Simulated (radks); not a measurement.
Li II, configuration [He] (the NIST ground configuration).

All-electron calculation, Dirac Kohn-Sham, LDA (Slater exchange, Perdew-Wang correlation), spin-unpolarised, spherical densities, point nucleus. Program: a radial shooting solver on a logarithmic mesh with Libxc functionals.

Energy parts (hartree):
total: -7.14295
kinetic: 7.05861
electron-nucleus: -15.91557
Hartree: 3.24411
exchange-correlation: -1.53010

Orbitals (lengths in bohr, moments of r in powers of bohr; r(max) is where P^2 peaks; r(90%) holds 90 % of the orbital's charge):
orbital  occ.  eigenvalue (hartree)  r(max)   <r^4>  r(90%)   <1/r>  small-component weight
1s1/2       2              -2.19012  0.3648  0.5969    1.06   2.653                9.39e-05
2s1/2       0              -0.23996   2.618   303.1    5.18  0.4413                1.02e-05
2p1/2       0              -0.16797   2.632   518.4    5.92  0.3693                7.35e-06
2p3/2       0              -0.16795   2.633   518.6    5.92  0.3693                7.35e-06

The highest occupied level is 1s1/2 at -59.596 eV. The density falls to 0.001 e/bohr^3 at r = 1.86 bohr. Summed over all electrons, <r^2> = 0.9364 bohr^2, which gives a Langevin (diamagnetic) susceptibility term of -0.742 x 10^-6 cm^3/mol. For comparison, the ionisation energy in NIST's Atomic Spectra Database is 75.640 eV (theoretical). In exact Kohn-Sham theory the highest level is minus the ionisation energy, but local and semilocal functionals leave it too shallow, through self-interaction and a potential that decays too fast; potentials with the right tail come closer.
